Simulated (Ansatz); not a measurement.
Species: sum formula SiH$_{2}$S$_{2}$Cl, net charge 0, doublet state. It need not be the lowest isomer of its formula. 
Coordinates optimised at B3LYP-D3(BJ)/def2-TZVP (Ansatz, a program for electronic structure):
```xyz
6

S      1.5754    -0.8381     0.8687
Si    -0.1230     0.3822     0.3880
S     -1.7078    -1.0516     0.1942
Cl     0.2389     1.4666    -1.3589
H      2.4603     0.0779     0.4380
H     -2.6810    -0.1239     0.2257
```
Charge 0, spin multiplicity 2.

Wanted: atomisation energy (electronic, to ground-state atoms), in kcal/mol. Correlated levels leave the core frozen unless marked. UHF or UKS for open shells. Spin-orbit coupling is left out. Non-relativistic. The coupled-cluster limit lacks core correlation, which all-electron functionals hold. CBS(X,Y): correlation extrapolated as X^-3; Hartree-Fock from the larger set.

```tsv
level	program	atomisation energy (kcal/mol)
PBE-D4/def2-TZVPD	Ansatz + dftd4	___
r2SCAN-D3(BJ)/def2-TZVPD	Ansatz + dftd3	422.9
r2SCAN0-D4/def2-TZVPD	Ansatz + dftd4	413.9
HSE06/def2-TZVPD	Ansatz	___
PBE-QIDH/def2-TZVPD	Ansatz	___
CCSD(T)/CBS(cc-pV(T+d)Z,cc-pV(Q+d)Z)	Ansatz	415.9
```

What belongs in the gaps?


- PBE-D4/def2-TZVPD, atomisation energy (kcal/mol): 425.7
- HSE06/def2-TZVPD, atomisation energy (kcal/mol): 413.6
- PBE-QIDH/def2-TZVPD, atomisation energy (kcal/mol): 410.7
